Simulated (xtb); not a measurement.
GeH7NSi2, SMILES [SiH2]1[SiH2][GeH2][NH]1. All values are semi-empirical tight-binding results from xtb (GFN2-xTB unless named), good for trends rather than for accurate numbers. The structure is a stationary point at GFN2-xTB. This is a generated structure with no PubChem entry under its InChIKey; it may be hypothetical.

Optimised geometry:

Bonded distances (Å): N1–Si2 1.719, N1–Ge4 1.883, N1–H5 1.007, Si2–Si3 2.332, Si2–H6 1.471, Si2–H7 1.471, Si3–Ge4 2.377, Si3–H8 1.468, Si3–H9 1.468, Ge4–H10 1.536, Ge4–H11 1.536. Bond angles (°): Si2–N1–Ge4 112.7, Si2–N1–H5 122.0, Ge4–N1–H5 125.3, N1–Si2–Si3 86.5, N1–Si2–H6 113.5, N1–Si2–H7 113.5, Si3–Si2–H6 117.1, Si3–Si2–H7 117.1, H6–Si2–H7 108.0, Si2–Si3–Ge4 79.2, Si2–Si3–H8 122.8, Si2–Si3–H9 122.8, Ge4–Si3–H8 111.1, Ge4–Si3–H9 111.1, H8–Si3–H9 106.0, N1–Ge4–Si3 81.7, N1–Ge4–H10 104.1, N1–Ge4–H11 104.1, Si3–Ge4–H10 128.4, Si3–Ge4–H11 128.4, H10–Ge4–H11 100.4.

For metal compounds this method's bond lengths and energies can be far off.

```json
{
  "point_group_as_xtb_finds_it": "Cs",
  "orbital_gap": "3.80 eV",
  "zero_point_energy": "38.0 kcal/mol",
  "G − E(el) at 298.15 K (modified RRHO)": "18.1 kcal/mol"
}
```

Computed atomic charges and the Wiberg bond orders between heavy atoms:
charges (e) N1 -0.45, Si2 0.42, Si3 0.36, Ge4 0.11, H5 0.12, H6 -0.11, H7 -0.11, H8 -0.10, H9 -0.10, H10 -0.07, H11 -0.07. Bond orders N1–Si2 1.19, Si2–Si3 0.80, N1–Ge4 0.97, Si3–Ge4 0.72.
